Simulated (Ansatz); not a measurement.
The HOMO–LUMO gap down a group: C to Sn

One atom is swapped for its congeners: C5H8 (3-methylbut-1-yne) `C#CC(C)C`; C4H8Ge `C#[C][GeH]([CH3])[CH3]`; C4H8Sn `C#[C][SnH]([CH3])[CH3]`. The Si member is missing. All are singlets with charge 0.

Shapes, held fixed at every level: PBE0-D4/def2-TZVP. Programs: Ansatz 0.2.0. Values in eV.

| level | C5H8 | C4H8Ge | C4H8Sn |
| --- | --- | --- | --- |
| PBE-D4/def2-TZVPP | 6.46 | 6.16 | 5.93 |
| r2SCAN-D4/def2-TZVPP | 7.11 | 6.67 | 6.46 |
| B3LYP-D4/def2-TZVPP | 8.05 | 7.80 | 7.47 |
| PBE0-D4/def2-TZVPP | 8.58 | 8.29 | 7.95 |
| wB97X-V/def2-TZVPP | 12.91 | 12.71 | 12.13 |
| wB97M-V/def2-TZVPP | 12.42 | 12.30 | 11.63 |

At wB97M-V/def2-TZVPP the HOMO–LUMO gap falls at every step, from 12.42 to 11.63 eV. Every level shows the same order. For atoms past krypton def2 sets carry core potentials with scalar relativity. Relativity is left out for Ge unless named. Orbital gaps aren't excitation energies, and the LUMO depends on the basis.
